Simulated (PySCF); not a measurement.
# SMILES O=COC(=O)C#CCCl, C₅H₃ClO₃

Geometry:
| atom | x (Å) | y (Å) | z (Å) |
| --- | --- | --- | --- |
| O1 | 3.754 | 1.060 | 0.416 |
| C2 | 2.945 | 0.558 | 1.117 |
| O3 | 1.658 | 0.259 | 0.827 |
| C4 | 1.082 | 0.518 | -0.407 |
| O5 | 1.626 | 1.022 | -1.337 |
| C6 | -0.283 | 0.075 | -0.369 |
| C7 | -1.437 | -0.269 | -0.422 |
| C8 | -2.802 | -0.706 | -0.404 |
| Cl9 | -3.209 | -1.410 | 1.205 |
| H10 | 3.112 | 0.240 | 2.161 |
| H11 | -3.477 | 0.134 | -0.574 |
| H12 | -2.967 | -1.484 | -1.151 |

Computed, not measured: GIAO PBE0/pcSseg-1 magnetisability, rotational g tensor and spin-rotation constants, non-relativistic, gas phase in PySCF 2.14.0. Geometry: GFN2-xTB.

Q: Give the nuclear spin-rotation constants along the inertial axes (H = +C I·J) beside the isotropic shieldings.

A: Rotational constants 4.1128, 0.4798, 0.4309 GHz. A star marks the isotopologue with that one atom substituted, in its own axes.
| atom | isotope | Caa (kHz) | Cbb (kHz) | Ccc (kHz) | mean (kHz) | σ (ppm) |
| --- | --- | --- | --- | --- | --- | --- |
| Cl9 | 35Cl | 0.781 | 0.040 | 0.153 | 0.325 | 791.6 |
| H10 | 1H | -0.384 | 0.040 | -0.036 | -0.127 | 23.6 |
| H11 | 1H | -0.350 | -0.038 | 0.000 | -0.129 | 27.3 |
| H12 | 1H | -0.350 | -0.038 | 0.000 | -0.129 | 27.3 |
| O1 | 17O* | -3.097 | -0.257 | -0.033 | -1.129 | -159.7 |
| C2 | 13C* | 1.526 | 0.199 | 0.115 | 0.613 | 28.2 |
| O3 | 17O* | -1.562 | -0.172 | -0.083 | -0.606 | 17.9 |
| C4 | 13C* | 1.610 | 0.175 | 0.115 | 0.633 | 35.7 |
| O5 | 17O* | -2.279 | -0.357 | -0.035 | -0.890 | -166.2 |
| C6 | 13C* | 0.301 | 0.156 | 0.146 | 0.201 | 101.0 |
| C7 | 13C* | 0.226 | 0.176 | 0.149 | 0.184 | 93.7 |
| C8 | 13C* | 0.725 | 0.067 | 0.080 | 0.291 | 150.0 |

For the geometry as given, no vibrational averaging.
